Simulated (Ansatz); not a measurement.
Consider the isomerisation: `SC1OC[SiH2]1` → `[SiH3]SC1CO1`.

Calculated with Ansatz (gas phase, PBE0-D4/def2-TZVP geometries, no zero-point term in ΔE). CCSD(T)/CBS is the MP2 limit (def2-TZVPP, def2-QZVPP) plus CCSD(T) − MP2 in def2-TZVPP, frozen cores. DFT in def2-TZVPP. B3LYP here is the variant with VWN-RPA as its local correlation; programs differ in this. Each species was taken in one conformer, which may not be the lowest.

`SC1OC[SiH2]1`:

Cartesian coordinates in Å:
```
S -0.740 -1.982 0.737
C 0.503 -0.768 0.247
O 0.529 0.423 1.042
C -0.255 1.368 0.278
Si -0.067 0.263 -1.245
H -0.177 -2.344 1.904
H 1.489 -1.232 0.256
H 0.223 2.349 0.296
H -1.270 1.453 0.679
H 1.023 0.647 -2.179
H -1.260 -0.178 -2.014
```

`[SiH3]SC1CO1`:

Cartesian coordinates in Å:
```
Si -0.384 1.963 0.786
S -0.539 0.736 -0.957
C 0.442 -0.650 -0.390
C 0.099 -1.993 -0.841
O -0.144 -1.576 0.494
H -0.975 3.269 0.405
H 1.047 2.128 1.155
H -1.118 1.387 1.938
H 1.478 -0.405 -0.172
H 0.884 -2.733 -0.965
H -0.790 -2.125 -1.452
```

```
             level  ΔE (kJ/mol)  difference from CCSD(T)/CBS
            PBE-D4        -43.4                         -3.3
         r2SCAN-D4        -47.7                         -7.6
           PBE0-D4        -44.2                         -4.1
           ωB97X-V        -43.5                         -3.4
            B2PLYP        -44.5                         -4.4
              PBE0        -45.7                         -5.6
             B3LYP        -44.4                         -4.3
     HF/def2-TZVPP        -54.5                        -14.4
    MP2/def2-TZVPP        -47.8                         -7.7
SCS-MP2/def2-TZVPP        -47.7                         -7.6
   CCSD/def2-TZVPP        -42.4                         -2.3
CCSD(T)/def2-TZVPP        -41.8                         -1.7
    MP2/def2-QZVPP        -46.7                         -6.6
SCS-MP2/def2-QZVPP        -46.6                         -6.5
     MP2/CBS(def2)        -46.2                         -6.1
    CCSD/CBS(def2)        -40.8                         -0.7
       CCSD(T)/CBS        -40.1                            0
```

Largest T1 diagnostic among the species: 0.013.

The D4 term adds +3.1 kJ/mol with B3LYP and +1.5 kJ/mol with PBE0; it sums over pairs of atoms, weighted by their polarisabilities, and B3LYP, whose exchange is more repulsive, gets the larger term. In def2-TZVPP, CCSD(T) changes the Hartree–Fock value by +12.7 kJ/mol (the triples alone add +0.7 kJ/mol) and MP2 by +6.7 kJ/mol.
